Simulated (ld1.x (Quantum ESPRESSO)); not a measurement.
Pseudopotential generation for lead (Pb): TM, LDA (PZ), scalar-relativistic.

lead (Pb), norm-conserving Troullier–Martins (Kleinman–Bylander form), made with ld1.x (Quantum ESPRESSO) 7.5 (LDA (PZ), scalar-relativistic). Core [Kr] 4d10 4f14, reference 5s2 5p6 5d10 6s2 6p1 (charge +1). Waves: 5s (bound): rc 1.45 bohr; 5d (bound): rc 1.35 bohr; 5p (bound): rc 1.25 bohr. Local part: the p channel. Core correction: a·sin(br)/r model core, default radius (core density twice the valence density).

Occupied shells without a wave of their own: 6p, 6s. They enter only through the test configuration that unscreens the potential, and ld1.x also counts them in the model core charge.

All-electron outer shells of the reference configuration (LDA (PZ), scalar-relativistic, ld1.x):

| shell | level (eV) | outermost node (bohr) | outermost maximum (bohr) |
| --- | --- | --- | --- |
| 5s | -152.20 | 0.45 | 0.78 |
| 4f | -141.04 | – | 0.35 |
| 5p | -93.73 | 0.49 | 0.88 |
| 5d | -29.03 | 0.52 | 1.07 |
| 6s | -19.59 | 1.01 | 1.95 |
| 6p | -10.15 | 1.18 | 2.50 |

Question: Estimate the cutoffs (Ry, on a coarse ladder) from which the occupation-weighted sum of valence levels, in a spherical-Bessel basis at the reference potential, stays within 10 and 1 mRy of its value at 400 Ry.

Answer: 140 Ry and 160 Ry.

Question: Does the potential have ghost states?

Answer: No extra level below or beside the all-electron valence levels (s, d, p, f tested).

Question: Which valence shell sets the plane-wave cutoff?

Answer: 5p: its level needs 140 Ry to come within 1 mRy, against 100 Ry for 6s.

Question: Tests: 5s2 5p6 5d10 6s2 6p2; 5s2 5p6 5d10 6s2 6p0; 5s2 5p6 5d10 6s1 6p0; 5s2 5p5 5d10 6s2 6p2; 5s2 5p6 5d10 6s1 6p3; 5s2 5p6 5d10 6s2 6p1.5; 5s2 5p6 5d9 6s2 6p3. Which has the largest error in its energy relative to the reference configuration, and how large is it?

Answer: 5s2 5p6 5d10 6s1 6p0, with -5909 meV (all-electron minus pseudo) on +46.64 eV.

ld1.x takes every shell without a wave as core, so the model core holds the 6p, 6s electrons as well and exchange and correlation see them twice. This cancels in the reference configuration, but the file is broken for other ones, and its errors say nothing about a proper core correction.
